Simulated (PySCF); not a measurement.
**ECD: `C#C[C@H]1N[C@@H]1CCC`, C$_{7}$H$_{11}$N**

Geometry:
| atom | x (Å) | y (Å) | z (Å) |
| --- | --- | --- | --- |
| C1 | 3.873 | 0.557 | 0.494 |
| C2 | 2.762 | 0.759 | 0.093 |
| C3 | 1.456 | 0.947 | -0.459 |
| N4 | 1.185 | 0.586 | -1.843 |
| C5 | 0.622 | -0.240 | -0.803 |
| C6 | -0.876 | -0.193 | -0.623 |
| C7 | -1.280 | -0.504 | 0.817 |
| C8 | -2.791 | -0.440 | 1.003 |
| H9 | 4.837 | 0.404 | 0.878 |
| H10 | 0.951 | 1.852 | -0.137 |
| H11 | 1.980 | 0.176 | -2.323 |
| H12 | 1.066 | -1.218 | -0.619 |
| H13 | -1.339 | -0.917 | -1.298 |
| H14 | -1.229 | 0.800 | -0.906 |
| H15 | -0.921 | -1.501 | 1.084 |
| H16 | -0.798 | 0.209 | 1.490 |
| H17 | -3.061 | -0.675 | 2.029 |
| H18 | -3.160 | 0.557 | 0.769 |
| H19 | -3.285 | -1.151 | 0.345 |

Theory: TDDFT B3LYP/def2-SVPD circular dichroism and optical rotation, one conformer, gas phase in PySCF 2.14.0. Geometry: GFN2-xTB.

The molecule is flexible and this is one conformer; a measurement averages over conformers. States above about 6.7 eV (minus the energy of the highest occupied orbital) lie near or above the ionisation threshold and depend on the basis.

What are the CIP labels of the stereocentres?

C3 R, C5 R.

List the lowest 12 singlet excitations with oscillator and rotatory strengths.

Rotatory strengths R in 10⁻⁴⁰ esu² cm², velocity form and length form (origin at the centre of mass); f in length form.
| state | E (eV) | λ (nm) | f | R (velocity) | R (length) | main |
| --- | --- | --- | --- | --- | --- | --- |
| 1 | 5.94 | 209 | 0.021 | -27.8 | -27.7 | HOMO→LUMO 0.68, HOMO→LUMO+2 0.22 |
| 2 | 6.31 | 197 | 0.073 | +10.6 | +10.9 | HOMO→LUMO+2 0.65, HOMO→LUMO 0.19 |
| 3 | 6.38 | 194 | 0.012 | +22.0 | +20.6 | HOMO→LUMO+1 0.70, HOMO→LUMO+3 0.21 |
| 4 | 6.70 | 185 | 0.006 | -0.3 | +0.2 | HOMO→LUMO+3 0.56, HOMO→LUMO+1 0.23 |
| 5 | 6.73 | 184 | 0.016 | +10.2 | +10.0 | HOMO−1→LUMO 0.50, HOMO−1→LUMO+2 0.22 |
| 6 | 6.94 | 179 | 0.019 | +8.1 | +7.2 | HOMO→LUMO+4 0.83, HOMO→LUMO+3 0.11 |
| 7 | 7.09 | 175 | 0.033 | -21.4 | -21.0 | HOMO−2→LUMO 0.56, HOMO−1→LUMO+2 0.17 |
| 8 | 7.29 | 170 | 0.016 | +40.7 | +43.3 | HOMO→LUMO+5 0.35, HOMO−2→LUMO+2 0.25 |
| 9 | 7.45 | 166 | 0.016 | +6.4 | +5.8 | HOMO→LUMO+5 0.41, HOMO−2→LUMO+2 0.30 |
| 10 | 7.48 | 166 | 0.038 | -44.1 | -41.8 | HOMO−1→LUMO+1 0.56, HOMO−1→LUMO+3 0.19 |
| 11 | 7.56 | 164 | 0.007 | +5.6 | +4.8 | HOMO→LUMO+6 0.40, HOMO→LUMO+7 0.37 |
| 12 | 7.62 | 163 | 0.018 | -2.7 | -1.6 | HOMO→LUMO+7 0.44, HOMO→LUMO+6 0.44 |

For state 4 the two forms differ in sign, so the sign of R isn't settled.

Among the states computed, the strongest CD band (largest |R|) is state 10. The largest dissymmetry factor in size, g = 4R/(D+G), with D and G the electric and magnetic dipole strengths, is +0.031 for state 8 (velocity form, f = 0.014), among bands with |R| over 0.5. The mirror image has the same energies and oscillator strengths and all R with the opposite sign.
